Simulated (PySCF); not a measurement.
**Electron correlation in Tl (thallium, neutral)**

[Xe] 4f14 5d10 6s1 6p1 6d1, one real determinant (an excited configuration). Computed with PySCF 2.14 in aug-cc-pwCVTZ-DK3 (11s10p8d5f1g, 125 functions), with scalar relativity by spin-free X2C-1e. Frozen: [Xe] 4f14 5d10; 3 electrons correlated.

```
  level  correlation energy (mhartree)
   CCSD                          -9.37
    (T)                          -0.59
CCSD(T)                          -9.96
```

Diagnostics: T1 = 0.020, D1 = 0.0455, largest double amplitude 0.217.

The real determinant used has ⟨L²⟩ near 8 against 12 for a pure F term, so it mixes terms. Spin-orbit coupling, absent here, splits the open shell strongly. The outer electron is Rydberg-like, and this basis confines it to a smaller radius and binds it less than a complete one would. A double-excitation amplitude exceeds 0.15, a sign of near-degeneracy.

Cost of the coupled-cluster step: about 16 core-seconds, for 3 correlated electrons.

The reference is one real determinant that mixes LS terms of this configuration.
